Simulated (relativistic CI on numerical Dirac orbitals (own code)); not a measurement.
## Eu XLIX: what numerical and physical settings do to a radial Dirac CI calculation

Reference input:

```
atom Eu  Z=63  charge=48  electrons=15
nucleus A=153  rms_radius_fm=5.1115
hamiltonian dirac-coulomb  breit=on  qed=on  c_scale=1
orbitals kli  potential=per-configuration
slater_scale 1
correlation none
mixing on
grid step=0.0125 r_max=2.7
scf mixing=0.4 start=green max_iterations=150 tolerance=2e-08 node_fill=0.05
configurations
  [Ne] 3s2 3p3
  [Ne] 3s 3p4
end
```

Computed lowest total energy -8591.44361 Ha, first excitation 1243409.7 cm⁻¹, 16 SCF steps. Runs with settings changed; * marks those that are bad on purpose:

| Changed | Outcome | Lowest level | ΔE (Ha) | First excitation (cm⁻¹) | SCF steps | Message |
| --- | --- | --- | --- | --- | --- | --- |
| grid step 0.02, Slater scale 0.6 | converged | 3s2 3p3 2P°_3/2 | -0.0151 | 1281507.8 | 16 |  |
| QED terms off | converged | 3s2 3p3 2P°_3/2 | -6.55 | 1241548.0 | 16 |  |
| iteration limit 30, Breit term off, node fill of the KLI weights 0.2 | converged | 3s2 3p3 2P°_3/2 | -8.46 | 1259957.6 | 16 |  |
| Breit term off, SCF tolerance 1e-10, end of the grid at 8.1 bohr | converged | 3s2 3p3 2P°_3/2 | -8.46 | 1259626.3 | 20 |  |
| configuration list: repeat * | refused |  |  |  | 0 | a configuration is listed twice |
| Slater scale 0 * | converged | 3s2 3p3 2P°_3/2 | -0.0539 | 1339817.1 | 16 |  |
